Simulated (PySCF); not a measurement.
# Spinor energies of Dy⁶¹⁺ (dysprosium, charge +61)

Start: [He] 2s2 2p1; 2p3/2 filled at m_j = +3/2. Calculated with PySCF 2.14 in an even-tempered Gaussian basis (17 s from 44 bohr⁻², ratio 2.4; 13 p from 57 bohr⁻², ratio 2.4; 5 d from 180 bohr⁻², ratio 2.6; 4 f from 270 bohr⁻², ratio 2.6): generalised Hartree-Fock with the X2C-1e Hamiltonian and a Gaussian nucleus; one run each with spin-orbit coupling (SO) screened by Boettger's factors, then bare. This is a chosen level, not necessarily the ground level.

```
spinor shell  electrons  ε, screened SO (eV)  ε, bare SO (eV)  weight of nominal j (bare SO)  rms radius, bare SO (bohr)
       1s1/2          2             -60668.1         -60668.4                          1.000                      0.0239
       2s1/2          2             -14681.5         -14681.6                          1.000                      0.0928
       2p3/2          1             -13628.9         -13621.2                          1.000                      0.0842
```

```
   quantity  screened SO      bare SO
E (hartree)  -6205.45058  -6205.16816
        M_J          3/2          3/2
       ⟨J²⟩        3.750        3.750
       ⟨L²⟩        2.000        2.000
       ⟨S²⟩        0.750        0.750
```

Each row is a mean over spinors that exchange with the open shell spreads, by up to 56.994 eV (2s1/2).

Breit and QED terms are absent; they matter most for the inner s and p1/2 levels.

Densities and radii are taken from the X2C orbitals without a picture-change correction, which distorts them close to the nucleus.
